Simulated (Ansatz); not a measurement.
Start from `CC#CBO` and change one atom or group to get `BC#CBO`.

Ansatz, PBE0-D4/def2-TZVP geometries, multiplicity 1. Each molecule was computed in one conformer, which needn't be the lowest.

```csv
property,`CC#CBO`
size of the dipole moment (B3LYP/def2-TZVPP) / D,0.57
size of the dipole moment (ωB97M-V/def2-TZVPP) / D,0.51
LUMO energy (PBE/def2-TZVPP) / eV,-1.80
HOMO energy (ωB97M-V/def2-TZVPP) / eV,-9.74
LUMO energy (ωB97M-V/def2-TZVPP) / eV,1.14
HOMO–LUMO gap (PBE0/def2-TZVPP) / eV,6.63
```

**Question.** Give the same properties after the change, and the shifts. (Estimate.)

**Answer.** The calculation gave: 
```tsv
property	`BC#CBO`	shift
size of the dipole moment (B3LYP/def2-TZVPP) / D	1.92	1.35
size of the dipole moment (ωB97M-V/def2-TZVPP) / D	1.93	1.42
LUMO energy (PBE/def2-TZVPP) / eV	-3.31	-1.51
HOMO energy (ωB97M-V/def2-TZVPP) / eV	-10.29	-0.55
LUMO energy (ωB97M-V/def2-TZVPP) / eV	-0.36	-1.50
HOMO–LUMO gap (PBE0/def2-TZVPP) / eV	5.75	-0.88
```

With PBE0 the HOMO falls by 0.61 eV and the LUMO falls by 1.48 eV, so the gap narrows by about 0.87 eV. PBE moves the HOMO by -0.65 eV and ωB97M-V by -0.55 eV. Dipoles are sizes alone; their direction can turn.

B3LYP here is the variant with VWN-RPA as its local correlation; programs differ in this.
